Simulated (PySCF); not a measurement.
Molfile (atoms numbered from 1):
```
C3H8S3Si
     RDKit          3D

 15 15  0  0  0  0  0  0  0  0999 V2000
   -2.4821   -0.4081   -0.5642 C   0  0  0  0  0  0  0  0  0  0  0  0
   -1.7060   -0.5249    1.0714 S   0  0  0  0  0  0  0  0  0  0  0  0
    0.0074   -0.0626    0.7008 C   0  0  1  0  0  0  0  0  0  0  0  0
    0.6873   -1.0705   -0.1923 C   0  0  0  0  0  0  0  0  0  0  0  0
    2.4547   -0.6657   -0.4015 S   0  0  0  0  0  0  0  0  0  0  0  0
    2.1738    1.4503   -0.6114 Si  0  0  0  0  0  4  0  0  0  0  0  0
    0.1185    1.6256   -0.0389 S   0  0  0  0  0  0  0  0  0  0  0  0
   -2.2154    0.5476   -1.0056 H   0  0  0  0  0  0  0  0  0  0  0  0
   -3.5521   -0.4553   -0.3931 H   0  0  0  0  0  0  0  0  0  0  0  0
   -2.1703   -1.2379   -1.1914 H   0  0  0  0  0  0  0  0  0  0  0  0
    0.4901   -0.0191    1.6786 H   0  0  0  0  0  0  0  0  0  0  0  0
    0.6454   -2.0623    0.2574 H   0  0  0  0  0  0  0  0  0  0  0  0
    0.2292   -1.0987   -1.1808 H   0  0  0  0  0  0  0  0  0  0  0  0
    2.2766    1.8689   -1.9961 H   0  0  0  0  0  0  0  0  0  0  0  0
    3.0386    2.1207    0.3395 H   0  0  0  0  0  0  0  0  0  0  0  0
  1  2  1  0
  2  3  1  0
  3  4  1  0
  4  5  1  0
  5  6  1  0
  6  7  1  0
  7  3  1  0
  1  8  1  0
  1  9  1  0
  1 10  1  0
  3 11  1  1
  4 12  1  0
  4 13  1  0
  6 14  1  0
  6 15  1  0
M  END
```

Geometry: GFN2-xTB; GIAO shifts from PySCF 2.14, gas phase, non-relativistic, averaged over equivalent atoms.

At HSE06/6-31G (95 basis functions, 29 s wall time on 1 thread of an Intel Xeon Platinum 8375C, shared host):
```
    atoms  δ (ppm)
       C3     64.0
       C4     43.4
       C1     12.9
      Si6     22.5
      H14     5.01
      H15     4.99
      H11     4.39
      H12     3.15
      H13     3.03
H8/H9/H10     2.30
```

Chemical shifts δ = σref − σ; 13C (σ = 201.09 ppm) and 29Si (σ = 440.84 ppm) and 1H (σ = 33.06 ppm) vs TMS, all at this level.

Question: Estimate the result of repeating the calculation with PBE0/pcSseg-1.

Answer: 
| atoms | δ at PBE0/pcSseg-1 | change |
| --- | --- | --- |
| C3 | 66.4 | +2.4 |
| C4 | 45.4 | +2.0 |
| C1 | 13.5 | +0.6 |
| Si6 | -2.6 | -25.1 |
| H14 | 5.57 | +0.56 |
| H15 | 5.57 | +0.58 |
| H11 | 4.21 | -0.18 |
| H12 | 2.90 | -0.25 |
| H13 | 2.99 | -0.04 |
| H8/H9/H10 | 2.32 | +0.02 |

Chemical shifts δ = σref − σ; TMS for 13C (186.93 ppm), 29Si (349.16 ppm), 1H (31.72 ppm), all at this level.

The largest change is at Si6 (silicon bonded to 2 S, 2 H, in a 5-membered ring). Cost: 187 basis functions, 34 s wall time on 1 thread of an Intel Xeon Platinum 8375C, shared host. The order of the carbon signals is the same at both levels.
